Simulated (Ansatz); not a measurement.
Reaction (formal exchange of groups at the Si–B bond): `[SiH3]BCl` + `[SiH3][SiH2][SiH2][SiH2][GeH3]` → `[SiH3][SiH2][SiH2][SiH2][GeH2][SiH3]` + `BCl`

Computed with Ansatz on PBE0-D4/def2-TZVP structures; ΔE is electronic, products minus reactants. CCSD(T)/CBS adds triple-zeta CCSD(T) − MP2 to the extrapolated MP2 energy (def2 sets, frozen cores). This one scheme is used for every species. DFT in def2-TZVPP. For Ge outer-core shells are correlated without core-valence functions, which leaves a few kJ/mol of doubt a bond. Scalar relativity is left out up to krypton. One conformer a species, not always the lowest.

`[SiH3]BCl`:

Z-matrix (Å, degrees):
```
Si
B 1 2.016
H 1 1.486 2 113.0
H 1 1.490 2 108.8 3 121.4
H 1 1.490 2 109.0 3 -121.5
Cl 2 1.739 1 121.6 3 -0.7
H 2 1.194 1 122.6 3 179.4
```

`[SiH3][SiH2][SiH2][SiH2][GeH3]`:

Z-matrix (Å, degrees):
```
Si
Si 1 2.338
H 1 1.488 2 109.5
H 1 1.488 2 111.4 3 120.3
H 1 1.488 2 109.9 3 -119.0
Si 2 2.339 1 109.5 3 60.7
H 2 1.490 1 109.2 3 -58.2
H 2 1.490 1 110.2 3 -177.0
Si 6 2.337 2 108.4 1 -50.5
H 6 1.490 2 110.4 1 -170.5
H 6 1.490 2 109.7 1 70.1
Ge 9 2.380 6 109.7 2 -50.5
H 9 1.489 6 111.2 2 -172.0
H 9 1.490 6 109.1 2 68.7
H 12 1.538 9 110.3 6 -57.3
H 12 1.538 9 111.4 6 -177.9
H 12 1.538 9 110.0 6 61.9
```

`[SiH3][SiH2][SiH2][SiH2][GeH2][SiH3]`:

```xyz
20

Si    1.107    2.367   -0.502
Si   -0.995    1.579   -1.157
Si   -2.154    0.835    0.732
Si   -0.838   -0.736    1.855
Ge   -0.060   -2.401    0.335
Si    1.915   -1.768   -0.835
H     0.941    3.617    0.288
H     1.979    2.649   -1.673
H     1.779    1.358    0.361
H    -0.837    0.433   -2.095
H    -1.746    2.656   -1.861
H    -2.458    1.990    1.624
H    -3.440    0.198    0.333
H    -1.623   -1.385    2.943
H     0.334   -0.057    2.474
H     0.243   -3.697    1.114
H    -1.176   -2.727   -0.677
H     2.968   -1.371    0.135
H     1.649   -0.625   -1.748
H     2.411   -2.914   -1.644
```

`BCl`:

Z-matrix (Å, degrees):
```
B
Cl 1 1.733
H 1 1.190 2 118.1
H 1 1.190 2 118.1 3 180.0
```

```json
{"level": "r2SCAN-D4", "ΔE (kJ/mol)": "-41.9"}
{"level": "PBE", "ΔE (kJ/mol)": "-34.8"}
{"level": "r2SCAN0", "ΔE (kJ/mol)": "-41.2"}
{"level": "MP2/def2-SVP", "ΔE (kJ/mol)": "-44.5"}
```

(1) What does CCSD(T)/CBS give? (An estimate is asked.)

Largest T1 diagnostic among the species: 0.014.

## Answers

(1) The calculation gave: -45.1 kJ/mol. The listed levels differ from it by 3.2, 10.3, 3.9, 0.6 kJ/mol.

The D4 term adds −11.0 kJ/mol with B3LYP and −6.9 kJ/mol with PBE0; it sums over pairs of atoms, weighted by their polarisabilities, and B3LYP, whose exchange is more repulsive, gets the larger term. In def2-TZVPP, CCSD(T) changes the Hartree–Fock value by −9.9 kJ/mol (the triples alone add −1.6 kJ/mol) and MP2 by −15.2 kJ/mol. Leaving LDA and LC-ωPBE aside and taking each functional with its dispersion term where it has one, the values, not all of them listed here, spread over 13.1 kJ/mol, from BHLYP-D4 to B97M-V. LDA lies −3.1 kJ/mol from PBE without D4.

B3LYP here is the variant with VWN-RPA as its local correlation; programs differ in this.
